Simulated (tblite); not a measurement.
Compound: C₇H₁₄Si.
Geometry (GFN2-xTB, Å), atoms numbered from 1 in this order:
```
atom  x, y, z in Å
C1    -1.318    0.862    2.297
C2    -1.537    0.403    1.081
C3    -2.720   -0.395    0.584
Si4   -1.708   -0.935   -0.947
C5    -0.628    0.431   -0.130
C6     0.851    0.188    0.140
C7     1.649    0.073   -1.155
C8     3.133   -0.153   -0.892
H9    -2.039    0.734    3.088
H10   -0.416    1.390    2.557
H11   -3.570    0.251    0.358
H12   -3.070   -1.147    1.288
H13   -1.157   -2.286   -0.852
H14   -2.259   -0.669   -2.275
H15   -0.732    1.393   -0.643
H16    0.964   -0.731    0.720
H17    1.259    1.007    0.739
H18    1.519    0.986   -1.741
H19    1.250   -0.756   -1.746
H20    3.549    0.674   -0.320
H21    3.284   -1.069   -0.325
H22    3.683   -0.232   -1.827
```

Computed values, GFN2-xTB/tblite, gas phase, harmonic and unscaled. The method is semi-empirical: single wavenumbers can be off by several per cent or more. Modes of hydrogen on silicon can be 10 to 20 % off. One conformer, not necessarily the lowest.

Harmonic wavenumbers (cm⁻¹): 46.5, 78.9, 83.0, 115.8, 225.7, 236.9, 276.9, 326.2, 398.7, 438.3, 451.1, 494.1, 531.1, 616.3, 651.1, 709.6, 747.9, 756.2, 775.6, 794.1, 882.0, 892.1, 905.3, 939.7, 950.1, 1033.3, 1046.4, 1086.4, 1121.3, 1131.2, 1157.9, 1163.8, 1207.4, 1229.4, 1267.7, 1280.3, 1310.8, 1363.1, 1413.5, 1415.6, 1450.5, 1498.3, 1500.3, 1504.6, 1508.0, 1749.4, 2266.2, 2272.4, 2909.6, 2944.8, 2958.0, 2968.0, 2971.6, 2975.1, 3000.9, 3028.6, 3031.2, 3036.7, 3091.6, 3113.0.

A = 2692, B = 1025, C = 785.0 MHz; mass 126.086 u (most abundant isotopes); point group C1, symmetry number 1.

Question: What is the zero-point energy?

Answer: ½Σν̃ = 40665 cm⁻¹ = 116.27 kcal/mol.

Question: Entropy at 400 K, 1 bar (ideal gas, RRHO, classical rotation)?

Answer: Translation 41.90, rotation 30.26, vibration 41.07: S = 113.2 cal/(mol K).

Question: And Cp and H(400 K) − H(0)?

Answer: Cp = 52.79 cal/(mol K), of which vibrations give 44.85 (their classical limit is 60 R = 119.2); H(400 K) − H(0) = 11.88 kcal/mol without the zero-point energy, 8.70 from vibrations.

Question: Which modes carry the vibrational entropy at 400 K?

Answer: 46.5 cm⁻¹: 5.54; 78.9 cm⁻¹: 4.50; 83.0 cm⁻¹: 4.40; 115.8 cm⁻¹: 3.74; 225.7 cm⁻¹: 2.46; 236.9 cm⁻¹: 2.36 cal/(mol K); the other 54 give 18.07 together.

Question: How do the functions run with temperature in this model?

Answer: 
| T (K) | S (cal/(mol K)) | Cp (cal/(mol K)) | H − H(0) (kcal/mol) | G − H(0) (kcal/mol) | ln q(vib) |
| --- | --- | --- | --- | --- | --- |
| 100 | 69.8 | 18.4 | 1.30 | -5.67 | 1.79 |
| 200 | 85.7 | 29.1 | 3.67 | -13.48 | 4.38 |
| 300 | 99.8 | 41.1 | 7.17 | -22.76 | 7.02 |
| 500 | 126.1 | 62.9 | 17.67 | -45.39 | 12.48 |
| 800 | 160.8 | 84.3 | 40.03 | -88.58 | 20.63 |
| 1000 | 180.7 | 93.8 | 57.89 | -122.76 | 25.80 |

q(vib) and H(0) count from the zero-point level.

Question: What must be added to the electronic energy to get the Gibbs energy at 400 K and 1 bar?

Answer: ZPE + [H(400 K) − H(0)] − T·S = 116.27 + 11.88 − 45.29 = 82.86 kcal/mol.

Question: Blend soft modes into free rotors: weight 1/[1 + (100 cm⁻¹/ν̃)⁴] for the oscillator and the rest for a rotor with moment μB/(μ + B), μ = h/(8π²ν), B = 10⁻⁴⁴ kg m². What vibrational entropy results?

Answer: 37.72 cal/(mol K) in place of 41.07, which changes −T·S at 400 K by +1.34 kcal/mol.

Hindered rotation and anharmonicity are outside this model. Other conformers, if any are populated, would add a mixing term that is left out. The structure is chiral; the term R ln 2 for an equal mix with its mirror image is left out.
